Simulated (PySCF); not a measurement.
Compound: C5H10SSi.
Geometry (GFN2-xTB, Å), atoms numbered from 1 in this order:
```xyz
17
C5H10SSi angstrom
C     -0.450    0.786   -1.045
C     -1.494    0.303   -0.019
C     -0.670   -0.198    1.170
C      0.625    0.587    1.059
C      0.899    0.387   -0.430
Si     1.143   -1.496   -0.603
S     -0.257   -1.978    0.946
H     -0.606    0.345   -2.029
H     -0.503    1.871   -1.156
H     -2.128   -0.489   -0.414
H     -2.142    1.122    0.298
H     -1.184   -0.122    2.126
H      0.451    1.639    1.299
H      1.410    0.203    1.710
H      1.720    0.996   -0.806
H      2.476   -1.942   -0.220
H      0.701   -2.003   -1.896
```

Level of theory: TDDFT PBE0/def2-SVPD, vertical, gas phase, core orbitals frozen in the response (PySCF).

Kohn–Sham orbitals with the atoms that hold most of them (Löwdin shares over 4%, at most four atoms; ? is withheld):

```tsv
orbital	ε (eV)	atoms
LUMO+2	0.60	Si6 22%, S7 22%, H16 7%, H9 5%
LUMO+1	0.36	S7 25%, Si6 22%, H17 6%, H16 5%
LUMO	?	?
HOMO	-6.57	?
HOMO-1	-7.95	S7 31%, C5 22%, Si6 16%, C1 7%
HOMO-2	-8.83	S7 28%, Si6 18%, C4 10%, C5 9%
HOMO-3	-9.17	S7 27%, C3 16%, Si6 10%, C2 8%
```

Problem. Which atoms hold the HOMO, and with what shares?

Solution. S7 (bonded to C and Si) 68%; Si6 (bonded to C, S and 2 H) 9%; C3 (bonded to 2 C, S and H) 7%; C2 (bonded to 2 C and 2 H) 5%. By element: sulfur 68%, carbon 12% or more, silicon 9%.

Problem. Which atoms hold the LUMO, and with what shares?

Solution. Si6 (bonded to C, S and 2 H) 28%; S7 (bonded to C and Si) 25%; C3 (bonded to 2 C, S and H) 8%; H16 (bonded to Si) 8%.

Problem. What is the LUMO energy, and the HOMO–LUMO gap?

Solution. ε(LUMO) = 0.07 eV; the gap is 6.64 eV (0.2439 hartree).

Problem. The HOMO–LUMO gap is 6.64 eV. Where does the response calculation put the lowest singlet, and from which orbitals?

Solution. S1 is at 5.29 eV (f = 0.0005), 1.35 eV below the gap, made of HOMO→LUMO (87%), HOMO→LUMO+2 (8%). Without the coupling terms of the response equations the lowest excitation would equal the gap.

Problem. Give energy, strength and leading configuration of S1, S2, S5 and S8, and follow the Löwdin shares of the leading atoms from the occupied to the empty orbital.

Solution. 
- S1 (5.29 eV, f 0.0005), HOMO→LUMO (87%): S7 68% → 25%, Si6 9% → 28%
- S2 (5.63 eV, f 0.015), HOMO→LUMO+1 (78%): S7 68% → 25%, Si6 9% → 22%
- S5 (6.82 eV, f 0.0031), HOMO-1→LUMO (89%): S7 31% → 25%, C5 22% → at most 8%, Si6 16% → 28%
- S8 (7.14 eV, f 0.043), HOMO-1→LUMO+1 (78%): S7 31% → 25%, C5 22% → at most 6%, Si6 16% → 22%

Without π bonds the low states are Rydberg-like; a valence basis with one diffuse set may place them up to an eV too high.
